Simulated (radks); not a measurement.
All-electron atom: neutral lithium in [He] 2s1.

All-electron calculation, non-relativistic Kohn-Sham, PBE, spin-polarised, spherical densities, point nucleus; open shells are filled with parallel spins first. Program: a radial shooting solver on a logarithmic mesh with Libxc functionals.

Energy parts (eV):
| part | energy |
|---|---|
| total | -203.056 |
| kinetic | 201.794 |
| electron-nucleus | -466.048 |
| Hartree | 110.241 |
| exchange-correlation | -49.043 |

Orbitals (lengths in bohr, moments of r in powers of bohr):
orbital  occ.  eigenvalue (eV)     <r>
1s up       1         -51.7368  0.5819
1s down     1         -51.5107  0.5816
2s up       1          -3.2278   3.790

The highest occupied level is 2s up at -3.228 eV. Virial ratio -V/T = 2.00625. Spin moment in Bohr magnetons: 1. Summed over all electrons, <r^2> = 17.96 bohr^2, which gives a Langevin (diamagnetic) susceptibility term of -14.2 x 10^-6 cm^3/mol. The spin density at the nucleus is 0.2220 e/bohr^3 (1s 0.0027, 2s 0.2193), a Fermi contact field of 11.6 T. The density falls to 0.001 e/bohr^3 at r = 4.16 bohr. The electron density at the nucleus is 14.01 e/bohr^3.
